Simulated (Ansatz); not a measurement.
CH3Si (SMILES [CH]=[SiH2]) moved off its minimum; all values from Ansatz (a quantum-chemistry and plane-wave program), cores frozen in correlated methods. Open shells are unrestricted.
(charge 0, multiplicity 2)
```xyz
5

C      1.1576    -0.1210     0.0133
Si    -0.4635     0.0215     0.0129
H      2.2374    -0.2715     0.0365
H     -1.1330     1.3989    -0.0120
H     -1.4461    -1.0795     0.0060
```

Forces at HF/def2-TZVPP (eV/Å):

```json
[
 {"atom": "C1", "Fx": "3.495", "Fy": "-0.513", "Fz": "0.041"},
 {"atom": "Si2", "Fx": "-3.220", "Fy": "1.336", "Fz": "-0.025"},
 {"atom": "H3", "Fx": "-1.053", "Fy": "0.146", "Fz": "-0.034"},
 {"atom": "H4", "Fx": "0.502", "Fy": "-1.009", "Fz": "0.018"},
 {"atom": "H5", "Fx": "0.276", "Fy": "0.041", "Fz": "0.001"}
]
```

Q: Give the forces (eV/Å), the total energy and the dipole at MP2/aug-cc-pV(T+d)Z.

A: 
```tsv
atom	Fx	Fy	Fz
C1	1.190	-0.293	0.076
Si2	-0.863	1.092	-0.097
H3	-0.847	0.121	-0.039
H4	0.383	-0.966	0.037
H5	0.138	0.046	0.023
```
Energy -328.6956 hartree, dipole 1.44 D.

Doubts at one or more of the structures used: a spin-contaminated determinant (MP2/aug-cc-pV(T+d)Z, HF/def2-TZVPP).
